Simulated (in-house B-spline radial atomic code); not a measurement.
Values are calculated unless marked as measured or tabulated.
Weak and strong correlation along the adiabatic connection

Two-electron singlets in several external potentials (atomic units), by full CI in B-splines with partial waves to l = 8 (correlation energies up to 0.6 % small). The repulsion is scaled by λ at fixed density; W(λ) is the mean repulsion less the Hartree energy, W(0) = E_x, and the area under W from 0 to 1 is E_xc.

Relative drop (W(λ) − E_x)/E_x:

```json
{"system": "−Z/r, Z = 6, wall at 0.7 bohr", "λ = 0.12": "0.0028", "λ = 0.25": "0.0059", "λ = 0.4": "0.0093", "λ = 0.6": "0.0138", "λ = 0.8": "0.0181", "λ = 1": "0.0224"}
{"system": "ω²r²/2 − Z/r, ω = 0.302, Z = -1", "λ = 0.12": "0.0432", "λ = 0.25": "0.0814", "λ = 0.4": "0.1169", "λ = 0.6": "0.1534", "λ = 0.8": "0.1811", "λ = 1": "0.2028"}
{"system": "−Z/r, Z = 3, wall at 4 bohr", "λ = 0.12": "0.0068", "λ = 0.25": "0.0139", "λ = 0.4": "0.0217", "λ = 0.6": "0.0318", "λ = 0.8": "0.0413", "λ = 1": "0.0503"}
{"system": "−V exp(−r²/w²), V = 4.89, w = 9.18", "λ = 0.12": "0.0278", "λ = 0.25": "0.0540", "λ = 0.4": "0.0799", "λ = 0.6": "0.1087", "λ = 0.8": "0.1324", "λ = 1": "0.1522"}
{"system": "−V exp(−r²/w²), V = 29.3, w = 10.7", "λ = 0.12": "0.0186", "λ = 0.25": "0.0370", "λ = 0.4": "0.0561", "λ = 0.6": "0.0786", "λ = 0.8": "0.0982", "λ = 1": "0.1154"}
{"system": "−Z/r, Z = 0.504, wall at 1.99 bohr", "λ = 0.12": "0.0133", "λ = 0.25": "0.0268", "λ = 0.4": "0.0413", "λ = 0.6": "0.0588", "λ = 0.8": "0.0747", "λ = 1": "0.0891"}
{"system": "−V exp(−r²/w²), V = 2.69, w = 10.9", "λ = 0.12": "0.0358", "λ = 0.25": "0.0680", "λ = 0.4": "0.0986", "λ = 0.6": "0.1311", "λ = 0.8": "0.1567", "λ = 1": "0.1773"}
```

Task: Order the systems by how far second-order (GL2) theory, half the initial slope (estimated from the first points of each curve), overshoots the correlation energy, least first.
A. ω²r²/2 − Z/r, ω = 0.302, Z = -1
B. −V exp(−r²/w²), V = 2.69, w = 10.9
C. −V exp(−r²/w²), V = 4.89, w = 9.18
D. −Z/r, Z = 3, wall at 4 bohr
E. −Z/r, Z = 0.504, wall at 1.99 bohr
F. −Z/r, Z = 6, wall at 0.7 bohr
G. −V exp(−r²/w²), V = 29.3, w = 10.7

Result: F (GL2/E_c = 1.04), D (GL2/E_c = 1.09), E (GL2/E_c = 1.18), G (GL2/E_c = 1.26), C (GL2/E_c = 1.40), B (GL2/E_c = 1.52), A (GL2/E_c = 1.58).

Task: What else changes along this order?

Result: The ratio follows the bend of the curve. With it the leading natural occupation goes from 1.999 to 1.862 and −T_c/E_c from 0.96 to 0.62 between the first and the last.
